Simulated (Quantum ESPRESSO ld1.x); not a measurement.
Er30+, configuration [Kr] 4d2. Method: scalar-relativistic Kohn-Sham, revPBE, spin-unpolarised, spherical densities, point nucleus; computed with ld1.x of Quantum ESPRESSO 7.5.

Radial electron density D(r) = 4 pi r^2 rho(r):

```
   r/bohr * D(r) (the largest magnitude, 121, reaches the edge; | marks zero)
 0.001528 |    *
 0.001943 |      *
  0.00249 |         *
 0.003165 |            *
 0.004024 |                 *
 0.005156 |                       *
 0.006555 |                             *
 0.008333 |                                  *
  0.01068 |                                       *
  0.01358 |                                         *
   0.0174 |                                        *
  0.02211 |                                     *
  0.02811 |                                    *
  0.03603 |                                        *
   0.0458 |                                                *
  0.05822 |                                                      *
  0.07461 |                                                   *
  0.09485 |                                           *
   0.1206 |                                        *
   0.1545 |                                              *
   0.1964 |                                              *
   0.2497 |                               *
     0.32 |                *
   0.4068 |              *
   0.5171 |            *
   0.6627 |    *
   0.8424 |*
    1.071 *
    1.372 *
```

D(r) has 4 maxima, at r = 0.0140, 0.0621, 0.174, 0.410 bohr, and minima at 0.0266, 0.114, 0.385 bohr, inside which lie 1.91, 10.99, 29.75 electrons.
